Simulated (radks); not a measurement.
The numbers below are computed, except where a source is named.
Task: Species: Hg I. Configuration: [Xe] 4f14 5d10 6s1 6p1 (not the ground configuration). Level of theory: scalar-relativistic Kohn-Sham, PBEsol, spin-polarised, spherical densities, finite nucleus; open shells are filled with parallel spins first (spin-orbit coupling, left out, can overturn this in heavy ions); Fermi nuclear charge, rms radius 5.4648 fm (a radial shooting solver on a logarithmic mesh with Libxc functionals). Some entries of the table are withheld. Estimate them.

| orbital | occ. | eigenvalue (hartree) | r(max) (bohr) |
|---|---|---|---|
| 1s up | 1 | -3054.191 | 0.01023 |
| 1s down | 1 | -3054.190 | 0.01023 |
| 2s up | 1 | -541.4199 | 0.05917 |
| 2s down | 1 | -541.4197 | 0.05917 |
| 2p up | 3 | -467.1259 | 0.04907 |
| 2p down | 3 | -467.1256 | 0.04907 |
| 3s up | 1 | -128.5328 | 0.1668 |
| 3s down | 1 | -128.5324 | 0.1668 |
| 3p up | 3 | -107.0561 | 0.1664 |
| 3p down | 3 | -107.0557 | 0.1664 |
| 3d up | 5 | -84.40028 | 0.1355 |
| 3d down | 5 | -84.39999 | 0.1355 |
| 4s up | 1 | -28.30366 | 0.3758 |
| 4s down | 1 | -28.30305 | 0.3758 |
| 4p up | 3 | -21.25850 | 0.3959 |
| 4p down | 3 | -21.25777 | 0.3959 |
| 4d up | 5 | -12.88577 | 0.4028 |
| 4d down | 5 | -12.88492 | 0.4028 |
| 5s up | 1 | -4.41769 | 0.8273 |
| 5s down | 1 | -4.41689 | 0.8274 |
| 4f up | 7 | -3.60150 | 0.3663 |
| 4f down | 7 | -3.60057 | 0.3663 |
| 5p up | 3 | -2.52179 | 0.9278 |
| 5p down | 3 | -2.52009 | 0.9279 |
| 5d up | 5 | -0.44206 | (1) |
| 5d down | 5 | -0.42763 | (2) |
| 6s up | 1 | (3) | 2.185 |
| 6s down | 0 | (4) | 2.152 |
| 6p up | 1 | -0.08974 | 3.076 |

Result: 
(1) 5d up r(max) (bohr): 1.165
(2) 5d down r(max) (bohr): 1.160
(3) 6s up eigenvalue (hartree): -0.32526
(4) 6s down eigenvalue (hartree): -0.27779
